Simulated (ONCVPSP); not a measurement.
# Before and after: ONCV potential for Gd

* Element: Gd
* Generator: ONCVPSP 4.0.1
* Type: optimised norm-conserving Vanderbilt (ONCV)
* Functional: PBEsol
* Relativity: scalar-relativistic
* Frozen core: [Kr] 4d10 4f7
* Valence charge: 11
* Reference configuration: 5s2 5p6 5d1 6s2
* Partial waves: 5s+6s: rc 2.35 bohr, ncon 5, nbas 8, qcut 5.4 1/bohr, 2 projectors; 5p: rc 1.75 bohr, ncon 3, nbas 6, qcut 3.9 1/bohr, 2 projectors, debl 2.6 Ha; 5d: rc 2.50 bohr, ncon 4, nbas 8, qcut 4.4 1/bohr, 1 projector
* Local potential: polynomial inside 1.20 bohr (lpopt 5, dvloc0 0 Ha)
* Core correction: polynomial model core, fcfact 0.7

Change: d: qcut 6.5.

Cutoffs: the cutoffs (Ha) at which the residual kinetic energy of the hardest occupied pseudo-wave falls to 1 and 0.1 mHa per electron; they do not see the model core or the augmentation charge, which bear on the density cutoff. Errors are all-electron minus pseudo energies relative to the spin-unpolarised reference configuration.

**Question.** What does the change do?

**Answer.** The potential gets neither clearly harder nor softer (18 Ha and 41 Ha → 18 Ha and 41 Ha); both files keep a bound ghost (s); the errors of the 3 common tests hardly move.

```tsv
quantity	base	changed
cutoff, loose	18 Ha	18 Ha
cutoff, tight	41 Ha	41 Ha
loose cutoff by channel	s 11 Ha, p 18 Ha, d 7.7 Ha	s 11 Ha, p 18 Ha, d 8.8 Ha
bound ghosts	s	s
GHOST(+) flags under 300 eV	p at 159.2 eV	p at 159.2 eV
tests counted as reliable (solved cleanly; for ONCVPSP, near-neutral configurations with less than one 5d electron left out)	3 of 4	3 of 4
error for 5s2 5p6 5d1 6s1, meV [ΔE 6.67 eV]	-4.5	-4.5
error for 5s2 5p6 5d1 6s0, meV [ΔE 18.72 eV]	-26	-25
error for 5s2 5p6 5d1 6s0 6p2, meV [ΔE 5.92 eV]	-5.6	-5.6
s: phases at 2.38 bohr within 0.05 rad from the reference energy up to (Ha; the scan ends near 5)	to the end of the scan	to the end of the scan
p: phases at 1.78 bohr within 0.05 rad from the reference energy up to (Ha; the scan ends near 5)	3.5	3.5
d: phases at 2.55 bohr within 0.05 rad from the reference energy up to (Ha; the scan ends near 5)	1.4	1.2
rms error of d²Exc/dni dnj with the model core, mHa	1.00	1.00
```

 A true bound ghost makes a file unfit for plane-wave use even where its test errors are small: the radial tests pick states by their node count and pass the ghost by.
